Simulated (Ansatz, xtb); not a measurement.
**Two isomers of C7H8N+**

Structure a is `C=Cc1cc[nH+]cc1`, a singlet and structure b is `C=Cc1ccc[nH+]c1`, a singlet. Both are isolated ions in the gas phase, relaxed with B3LYP-D3(BJ)/def2-SVP; the shapes shown needn't be the lowest conformers.

a (Å):

| atom | x (Å) | y (Å) | z (Å) |
| --- | --- | --- | --- |
| C | -0.7631 | 0.8515 | -1.4788 |
| C | -0.8174 | 0.7053 | -0.1433 |
| C | -0.0791 | -0.2859 | 0.6324 |
| C | -0.2320 | -0.3187 | 2.0393 |
| C | 0.4540 | -1.2437 | 2.7986 |
| C | 1.4637 | -2.1425 | 0.8520 |
| C | 0.7988 | -1.2364 | 0.0556 |
| N | 1.2794 | -2.1276 | 2.1939 |
| H | -0.1437 | 0.2234 | -2.1245 |
| H | -1.3523 | 1.6249 | -1.9767 |
| H | -1.4606 | 1.3721 | 0.4379 |
| H | -0.8950 | 0.3883 | 2.5398 |
| H | 0.3698 | -1.3084 | 3.8845 |
| H | 1.7803 | -2.8062 | 2.7670 |
| H | 2.1496 | -2.8938 | 0.4579 |
| H | 0.9664 | -1.2726 | -1.0203 |

b (Å):

```xyz
16

C    -0.2526    0.7495   -1.9042
C    -0.2186   -0.4249   -1.2581
C    -0.9267   -0.7364   -0.0123
C    -1.7522    0.1729    0.6881
C    -2.3951   -0.1959    1.8681
C    -2.2228   -1.4804    2.3672
C    -0.7945   -2.0135    0.5431
N    -1.4321   -2.3344    1.6871
H     0.3093    0.8890   -2.8303
H    -0.8275    1.6102   -1.5525
H     0.3807   -1.2411   -1.6728
H    -1.8923    1.1841    0.3021
H    -3.0315    0.5077    2.4063
H    -2.6884   -1.8495    3.2817
H    -1.3074   -3.2777    2.0570
H    -0.1831   -2.7946    0.0884
```

Q: Estimate E(b) − E(a) at the level CCSD(T)/def2-SVP + ΔMP2/def2-TZVPP.

A: Calculated at CCSD(T)/def2-SVP + ΔMP2/def2-TZVPP: E(b) − E(a) = +0.095 eV, so structure a lies lower.

The same difference at several levels:

```
                             level               geometry  E(b) − E(a) (eV)  departure from the last row (eV)  job, with rough time for the two
                          GFN2-xTB               GFN2-xTB              +0.103                            +0.008               optimisation, 0.1 s
                         HF/STO-3G               GFN2-xTB              +0.166                            +0.070              single point, 0.36 s
                r2SCAN-D4/def2-SVP               GFN2-xTB              +0.134                            +0.039               single point, 4.4 s
             B3LYP-D3(BJ)/def2-SVP  B3LYP-D3(BJ)/def2-SVP              +0.126                            +0.030                optimisation, 24 s
                       HF/def2-SVP  B3LYP-D3(BJ)/def2-SVP              +0.167                            +0.072           part of the CCSD(T) run
                      MP2/def2-SVP  B3LYP-D3(BJ)/def2-SVP              +0.065                            −0.031           part of the CCSD(T) run
                  CCSD(T)/def2-SVP  B3LYP-D3(BJ)/def2-SVP              +0.095                             0.000                      single point
CCSD(T)/def2-SVP + ΔMP2/def2-TZVPP  B3LYP-D3(BJ)/def2-SVP              +0.095                                               single point, 1.7 min
```

As drawn, both hold the same kinds of bond in the same numbers.

None of the levels shown reverses the order. The largest departure from CCSD(T)/def2-SVP + ΔMP2/def2-TZVPP is that of HF/def2-SVP, 0.072 eV. The last row adds to CCSD(T) the change of the MP2 difference between the two basis sets, here 0.000 eV.

With thermal terms from frequencies at re-optimised GFN2-xTB minima (ideal gas, soft modes damped towards free rotors, one conformer each, 298.15 K, 1 atm): on the last row, ΔE + ΔZPE = +0.095, ΔH = +0.095, ΔG = +0.096 eV.

The correlated steps freeze 8 core orbitals. Programs: Ansatz 0.2.0, xtb 6.7.1; the last row on 4 threads of Arm Neoverse V2 on a shared host.
